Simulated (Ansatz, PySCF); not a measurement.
C3H10Si3, SMILES C=C1[SiH2][SiH2][C@H]1[SiH3]. Atoms are numbered in the order given.

```xyz
16

C     -0.9218     1.3792     1.8286
C     -0.6062     0.6264     0.7660
Si    -1.6049     0.2392    -0.8154
Si    -0.1462    -1.5866    -0.5885
C      0.6029    -0.3126     0.6558
Si     2.1043     0.5978    -0.0595
H     -0.2940     1.4021     2.7282
H     -1.8248     1.9969     1.8464
H     -3.0808     0.1187    -0.6361
H     -1.3315     1.1616    -1.9571
H      0.7643    -2.0380    -1.6814
H     -0.7190    -2.7817     0.0974
H      0.9149    -0.7337     1.6280
H      2.5052     1.7212     0.8368
H      1.7593     1.1539    -1.4012
H      3.2529    -0.3438    -0.2133
```

The structure is a stationary point at B3LYP-D3(BJ)/def2-SVP. The structure was generated by enumeration; whether it is a known compound was not checked.

Two levels are set side by side: PBE-D3(BJ)/def2-SVP (Ansatz, a quantum-chemistry and plane-wave program) and B3LYP-D3(BJ)/def2-SVP (Ansatz). Each level has its own optimised geometry; the coordinates shown are those of the second. Frequencies come from the Hessian of PySCF at each geometry. Differences are taken from unrounded values.

| quantity | B3LYP-D3(BJ) | PBE-D3(BJ) | PBE-D3(BJ) minus B3LYP-D3(BJ) |
|---|---|---|---|
| mean bond length (Å) | 1.544 | 1.553 | 0.009 |
| bond C1–C2 (Å) | 1.340 | 1.350 | 0.010 |
| bond C2–Si3 (Å) | 1.910 | 1.917 | 0.007 |
| bond C2–C5 (Å) | 1.535 | 1.532 | -0.003 |
| bond Si3–Si4 (Å) | 2.348 | 2.351 | 0.003 |
| bond Si4–C5 (Å) | 1.932 | 1.938 | 0.006 |
| bond C5–Si6 (Å) | 1.896 | 1.905 | 0.009 |
| bond C1–H7 (Å) | 1.097 | 1.105 | 0.008 |
| bond C1–H8 (Å) | 1.094 | 1.102 | 0.008 |
| bond Si3–H9 (Å) | 1.492 | 1.505 | 0.013 |
| bond Si3–H10 (Å) | 1.493 | 1.507 | 0.014 |
| bond Si4–H11 (Å) | 1.492 | 1.506 | 0.014 |
| bond Si4–H12 (Å) | 1.492 | 1.506 | 0.014 |
| bond C5–H13 (Å) | 1.104 | 1.113 | 0.008 |
| bond Si6–H14 (Å) | 1.492 | 1.505 | 0.013 |
| bond Si6–H15 (Å) | 1.493 | 1.506 | 0.013 |
| bond Si6–H16 (Å) | 1.493 | 1.506 | 0.013 |
| highest harmonic wavenumber (cm⁻¹) | 3205 | 3148 | -58 |
| mean harmonic wavenumber (cm⁻¹) | 1130 | 1095 | -36 |
| zero-point energy (kcal/mol) | 67.88 | 65.74 | -2.13 |

Exact exchange shortens and stiffens bonds; PBE has none. Differences between two approximate levels are no errors against the true value.
